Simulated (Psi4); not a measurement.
Psi4 input (wB97X-D/6-31G*):

```
memory 1500 MB

molecule {
-1 2
Mg    0.00000000    0.00000000    0.00000000
Cl   -0.00000000   -0.00000000   -2.17569806
Cl    0.00000000    0.00000000    2.17569806
symmetry c1
no_reorient
no_com
}

set {
  basis 6-31G*
  reference uks
  scf_type pk
  dft_radial_points 99
  dft_spherical_points 590
  e_convergence 1e-8
  d_convergence 1e-7
  maxiter 150
}

e = energy('wb97x-d')
print_out(f'\nFINAL {e:.10f} DIPOLE {variable("CURRENT DIPOLE")[0]:.6f} {variable("CURRENT DIPOLE")[1]:.6f} {variable("CURRENT DIPOLE")[2]:.6f}\n')
```

### Question
What final total energy does it give?

### Answer
-1120.57493 Eh.
